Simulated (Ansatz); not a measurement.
Molecule: thionyl fluoride, sum formula SOF₂, charge 0, multiplicity 1. SMILES: O=S(F)F
Geometry: optimised at B3LYP-D3(BJ)/def2-TZVP (Ansatz, a first-principles code).

Quantity: atomisation energy (electronic, to ground-state atoms), in kcal/mol. Valence correlation only, unless marked. UHF or UKS for open shells. No spin-orbit coupling. No relativistic terms. The coupled-cluster limit lacks core correlation, which all-electron functionals hold. Basis-set limits of correlation are two-point, X^-3; Hartree-Fock from the larger set. [CCSD(T)-MP2]/basis is that difference in the basis named.

| level | program | atomisation energy (kcal/mol) |
|---|---|---|
| HF/aug-cc-pV(T+d)Z | Ansatz | 146.9 |
| SVWN5/def2-TZVPD | Ansatz | 405.4 |
| revPBE-D3(BJ)/def2-TZVPD | Ansatz + dftd3 | 314.1 |
| PBE0/def2-SVP | Ansatz | 276.7 |

Predict the RI-MP2/CBS(aug-cc-pV(T+d)Z,aug-cc-pV(Q+d)Z)+[CCSD(T)-MP2]/aug-cc-pV(T+d)Z result (Ansatz).

308.4 kcal/mol
